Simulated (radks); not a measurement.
Task: Successive ionisation energies (eV) of one element, from differences of total energies of ions in their ground configurations, starting at charge 44: 3512.5, 3829.6, 3931.2, 4033.3, 4135.9, 4414.1, 4521.8, 4748.7, 4846.6, 10900.8, 11180.5, 11462.0, 11744.9, 12758.6, 13065.9, 13510.5, 13747.2, 56126, 57098. Method: Dirac Kohn-Sham, BLYP, spin-unpolarised, spherical densities, finite nucleus; open shells fill j = l - 1/2 first; Fermi nuclear charge, rms radius 5.1115 fm; computed with a radial shooting solver on a logarithmic mesh with Libxc functionals. Which element is it?

Result: Europium (Z = 63). The first species listed is Eu44+ in [Ar] 3d1, the last Eu62+ in 1s1.
